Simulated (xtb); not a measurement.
C₂H₇F₂NSi, SMILES N[SiH2]CC(F)F. All values are semi-empirical tight-binding results from xtb (GFN2-xTB unless named), good for trends rather than for accurate numbers. Coordinates come from a GFN2-xTB optimisation. This is a generated structure with no PubChem entry under its InChIKey; it may be hypothetical. The values are those of a single conformer.

Optimised geometry:

```xyz
13

N      2.7830    -0.2802    -0.0392
Si     1.1893     0.3501    -0.1901
C     -0.1754    -0.9057     0.3342
C     -1.5594    -0.3238     0.1985
F     -1.7005     0.7970     0.9547
F     -1.8093     0.0632    -1.0807
H      3.1191    -0.9695    -0.6912
H      3.1773    -0.4456     0.8719
H      1.1216     1.4916     0.7168
H      1.0089     0.6477    -1.6073
H     -0.1384    -1.8065    -0.2782
H     -0.0504    -1.2117     1.3728
H     -2.3723    -1.0108     0.4894
```
Charge 0, spin multiplicity 1.

```json
{
 "point_group_as_xtb_finds_it": "Cs",
 "orbital_gap": "5.77 eV",
 "dipole_moment": "3.81 D",
 "zero_point_energy": "56.6 kcal/mol",
 "G − E(el) at 298.15 K (modified RRHO)": "35.8 kcal/mol",
 "static polarisability (D4 model)": "66.5 bohr³",
 "solvation energy, GFN2-xTB/ALPB(water)": "-4.3 kcal/mol",
 "solvation energy, GFN2-xTB/ALPB(dmf)": "-6.5 kcal/mol"
}
```

Computed atomic charges and the Wiberg bond orders between heavy atoms:
charges (e) N1 -0.42, Si2 0.49, C3 -0.19, C4 0.30, F5 -0.24, F6 -0.24, H7 0.16, H8 0.16, H9 -0.07, H10 -0.07, H11 0.04, H12 0.04, H13 0.04. Bond orders N1–Si2 1.15, Si2–C3 0.81, C3–C4 1.01, C4–F5 0.94, C4–F6 0.94.
